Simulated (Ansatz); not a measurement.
## Energy profile

The step: SiHCl₃ ([Cl][SiH]([Cl])[Cl]) + H₂O → SiH₂Cl₂O ([OH][SiH]([Cl])[Cl]) + HCl; bonds formed: Si1–O7, Cl2–H6; bonds broken: Si1–Cl2, H6–O7 (atoms numbered as in the saddle structure below).

```
8
angstrom
Si -0.2149 0.1874 -0.6164
Cl 2.2172 -0.1998 -0.0468
Cl -0.2774 -1.6109 -1.5544
Cl -2.2547 0.6383 -0.4745
H 0.2949 1.3736 -1.2971
H 0.9967 -0.1828 1.1657
O -0.0393 0.1109 1.1451
H -0.7226 -0.3167 1.6785
```

Electronic energies by CCSD(T) at an estimated basis limit (MP2 extrapolated from triple and quadruple zeta, plus CCSD(T) − MP2 in triple zeta), on PBE0-D4/def2-TZVP structures; SiH3Cl3O, singlet; no counterpoise correction. Computed with Ansatz 0.2.0 (basis: def2-TZVPP and def2-QZVPP); correlated methods freeze the cores. Extrapolation: Hartree–Fock as exp(−7.88 √X), correlation as X^−2.97.

Task: Give the profile in kJ/mol, counted from the separated reactants. (Judge from chemistry; the value comes from the calculation.)

Result: By the calculation:
```
                                                                                                           point  kJ/mol
  separated: SiHCl3 (linked as [Cl][SiH]([Cl])[Cl]; Si1, Cl2, Cl3, Cl4, H5; singlet) + H2O (H6, O7, H8; singlet)     0.0
                                                                                                 start structure    -7.3
                                                                                                          saddle    81.3
                                                                                                   end structure   -27.2
separated: SiH2Cl2O (linked as [OH][SiH]([Cl])[Cl]; Si1, Cl3, Cl4, H5, O7, H8; singlet) + HCl (Cl2, H6; singlet)   -12.2
```

The T1 diagnostic stays at or below 0.010.

The step is the kind of ligand exchange by which a precursor binds to a hydroxyl group, or is hydrolysed, in atomic layer deposition of oxides.

For scale, one of the runs: CCSD(T)/def2-TZVPP, 241 basis functions, launched by `ansatz run in.yaml --threads 8 --pin off --events-out ev --progress --plain --max-ram 19148MiB`. Hardware: 8 CPU threads of an Arm Neoverse V2, shared host. Wall time 59 s; peak host memory 4.3 GiB.
